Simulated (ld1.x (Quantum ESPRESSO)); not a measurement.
**Configuration tests for silver (Ag) (TM semilocal)**

ld1.x (Quantum ESPRESSO) 7.5 input, shortened:

```
&input
   title='Ag', zed=47., rel=1, dft='PW91', iswitch=3,
   config='[Kr] 4d9 5s2 5p0'
 /
 &inputp
   pseudotype=1, tm=.true., lloc=1,
   nlcc=.true., rcore=0.70
 /
3
5S  1  0   2.00   0.00  2.35  2.35  0.0
4D  3  2   9.00   0.00  1.85  1.85  0.0
4P  2  1   6.00   0.00  1.55  1.55  0.0
 &test
   configts(1)='4p6 4d9 5s2 5p0'
 /
```

Energies are relative to the spin-unpolarised reference configuration 4p6 4d9 5s2 5p0; without spin polarisation the order of configurations can differ from experiment.

```json
{"valence configuration": "4p6 4d10 5s1 5p0", "charge": "0", "ΔE all-electron (eV)": "-4.072", "error AE − PS (meV)": "-37"}
{"valence configuration": "4p6 4d9 5s0 5p0", "charge": "+2", "ΔE all-electron (eV)": "25.947", "error AE − PS (meV)": "-35"}
{"valence configuration": "4p6 4d8 5s0 5p0", "charge": "+3", "ΔE all-electron (eV)": "62.223", "error AE − PS (meV)": "+12"}
{"valence configuration": "4p6 4d10 5s0 5p1", "charge": "0", "ΔE all-electron (eV)": "-0.168", "error AE − PS (meV)": "+11"}
{"valence configuration": "4p6 4d9 5s1 5p0", "charge": "+1", "ΔE all-electron (eV)": "9.147", "error AE − PS (meV)": "-6.1"}
```

(1) What are ΔE and the potential's error for 4p6 4d10 5s0 5p0?

(2) What are ΔE and the potential's error for 4p6 4d10 5s0.5 5p0?

Levels in the configuration 4p6 4d9 5s1 5p0:

| level | all-electron (eV) | pseudo (eV) |
| --- | --- | --- |
| 4p | -71.241 | -71.175 |
| 4d | -19.314 | -19.287 |
| 5s | -12.836 | -12.847 |

Results:

(1) ΔE = 3.754 eV all-electron; the error (AE − PS) is -82 meV.

(2) ΔE = -1.025 eV all-electron; the error (AE − PS) is -56 meV.
